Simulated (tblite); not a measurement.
Species: C6H16N2Si.
Numbering: `[CH3:1][N:2]1[CH2:3][CH2:4][CH2:5][C@H:6]([SiH3:7])[N:8]1[CH3:9]` (hydrogens: H10, H11, H12 on C1; H13, H14 on C3; H15, H16 on C4; H17, H18 on C5; H19 on C6; H20, H21, H22 on Si7; H23, H24, H25 on C9)

Computed with GFN2-xTB (tblite), gas phase: L-BFGS steps from a force-field or distance-geometry start until the largest atomic force falls under 0.01 eV/Å.

Step 66: E = -777.3280 eV
```
atom  x, y, z in Å  |  force x, y, z in eV/Å
C1     -1.9665   -0.3400    1.4585   -0.004   0.004  -0.025
N2     -1.4222   -0.4937    0.1265    0.033  -0.009   0.006
C3     -1.6208    0.6596   -0.7404   -0.013   0.013   0.012
C4     -0.6433    1.8085   -0.4708    0.009  -0.001   0.008
C5      0.7872    1.2723   -0.5148    0.007   0.018  -0.007
C6      0.9014    0.0774    0.4422    0.015   0.026  -0.006
Si7     2.6812   -0.6049    0.5822   -0.036  -0.040  -0.005
N8     -0.0847   -0.9611    0.1554    0.041  -0.048   0.030
C9      0.1793   -1.7691   -1.0134    0.001  -0.028  -0.023
H10    -1.5922    0.5368    2.0045    0.032  -0.016   0.027
H11    -3.0492   -0.2480    1.3773   -0.015  -0.032  -0.016
H12    -1.7280   -1.2373    2.0273    0.015   0.033  -0.029
H13    -1.5016    0.3198   -1.7754    0.008  -0.005   0.023
H14    -2.6515    0.9935   -0.6149   -0.042   0.021  -0.015
H15    -0.7941    2.5987   -1.2099    0.023  -0.001   0.018
H16    -0.8348    2.2284    0.5207   -0.019   0.028  -0.024
H17     1.4909    2.0535   -0.2215    0.033   0.010   0.014
H18     1.0437    0.9627   -1.5308   -0.037  -0.006  -0.015
H19     0.6404    0.4485    1.4446   -0.008  -0.006   0.005
H20     2.6519   -1.8922    1.2729    0.002   0.008   0.020
H21     3.3062   -0.7565   -0.7346   -0.026   0.016  -0.021
H22     3.4687    0.3649    1.3478   -0.002   0.022   0.003
H23    -0.6365   -2.4857   -1.1021    0.017   0.008  -0.026
H24     0.2492   -1.2014   -1.9525    0.009  -0.022   0.027
H25     1.1143   -2.3108   -0.8695   -0.044   0.006   0.019
```

Step 67: E = -777.3288 eV
```
atom  x, y, z in Å  |  force x, y, z in eV/Å
C1     -1.9693   -0.3440    1.4574    0.003   0.013  -0.012
N2     -1.4226   -0.4925    0.1261    0.028   0.003   0.001
C3     -1.6213    0.6621   -0.7389   -0.005   0.020   0.001
C4     -0.6417    1.8097   -0.4709    0.008   0.008   0.005
C5      0.7883    1.2731   -0.5152    0.014   0.022  -0.012
C6      0.9014    0.0794    0.4422    0.012   0.004  -0.001
Si7     2.6800   -0.6042    0.5824    0.002  -0.020  -0.010
N8     -0.0850   -0.9591    0.1558    0.030  -0.058   0.027
C9      0.1790   -1.7704   -1.0109    0.005  -0.024  -0.019
H10    -1.5964    0.5300    2.0090    0.031  -0.002   0.016
H11    -3.0520   -0.2533    1.3761   -0.012  -0.034  -0.018
H12    -1.7282   -1.2421    2.0229    0.007   0.013  -0.021
H13    -1.5030    0.3240   -1.7743    0.009  -0.016   0.013
H14    -2.6514    0.9987   -0.6141   -0.035   0.012  -0.003
H15    -0.7914    2.5982   -1.2121    0.017   0.005   0.025
H16    -0.8323    2.2309    0.5200   -0.020   0.034  -0.022
H17     1.4940    2.0527   -0.2235    0.029   0.026   0.028
H18     1.0460    0.9649   -1.5309   -0.046  -0.024  -0.028
H19     0.6409    0.4510    1.4443   -0.014  -0.003   0.008
H20     2.6518   -1.8904    1.2749    0.003   0.010   0.019
H21     3.3000   -0.7551   -0.7377   -0.027   0.011  -0.007
H22     3.4737    0.3673    1.3429   -0.026  -0.002  -0.010
H23    -0.6365   -2.4866   -1.1013   -0.002   0.013  -0.017
H24     0.2536   -1.2059   -1.9509    0.003  -0.005   0.014
H25     1.1113   -2.3143   -0.8640   -0.014  -0.005   0.026
```

**Question.** Estimate the geometry and energy of step 68. (The exact step hangs on the optimiser's Hessian estimate; all steps are aligned on step 67, rigid shifts and turns removed.)

**Answer.** E = -777.3294 eV, largest force 0.062 eV/Å
```
atom  x, y, z in Å  |  force x, y, z in eV/Å
C1     -1.9703   -0.3459    1.4576    0.009   0.016   0.003
N2     -1.4221   -0.4924    0.1271    0.014   0.015   0.000
C3     -1.6226    0.6625   -0.7373    0.004   0.018  -0.007
C4     -0.6414    1.8097   -0.4723    0.004   0.015   0.001
C5      0.7889    1.2739   -0.5162    0.015   0.016  -0.008
C6      0.9020    0.0813    0.4422    0.007  -0.018   0.004
Si7     2.6791   -0.6049    0.5828    0.032   0.004  -0.010
N8     -0.0841   -0.9588    0.1573    0.007  -0.038   0.006
C9      0.1797   -1.7696   -1.0103    0.008  -0.029  -0.018
H10    -1.5985    0.5267    2.0125    0.023   0.006   0.002
H11    -3.0535   -0.2583    1.3762    0.000  -0.029  -0.017
H12    -1.7265   -1.2434    2.0221    0.003  -0.010  -0.013
H13    -1.5064    0.3242   -1.7726    0.012  -0.020   0.003
H14    -2.6528    1.0007   -0.6122   -0.012   0.001   0.006
H15    -0.7904    2.5960   -1.2157    0.012   0.012   0.024
H16    -0.8322    2.2335    0.5173   -0.017   0.036  -0.015
H17     1.4957    2.0532   -0.2251    0.016   0.025   0.029
H18     1.0469    0.9658   -1.5319   -0.048  -0.029  -0.027
H19     0.6419    0.4534    1.4443   -0.018  -0.003   0.003
H20     2.6500   -1.8909    1.2755    0.003   0.012   0.019
H21     3.2969   -0.7541   -0.7391   -0.028   0.007   0.001
H22     3.4768    0.3671    1.3416   -0.043  -0.022  -0.022
H23    -0.6402   -2.4807   -1.1082    0.011   0.035  -0.008
H24     0.2654   -1.2037   -1.9491   -0.001  -0.013   0.030
H25     1.1067   -2.3210   -0.8572   -0.011  -0.005   0.016
```

The energy changes by -0.0007 eV. The first-order estimate −F·Δx gives -0.0009 eV and the mean of the old and new forces, exact on a quadratic surface, -0.0006 eV. The step makes an angle of 76° with the force vector and moves no atom by more than 0.012 Å.

What follows is the cost of the whole relaxation. Time: 0.73 s wall. Hardware: an AMD EPYC 9B45 with one thread, no GPU, shared host.
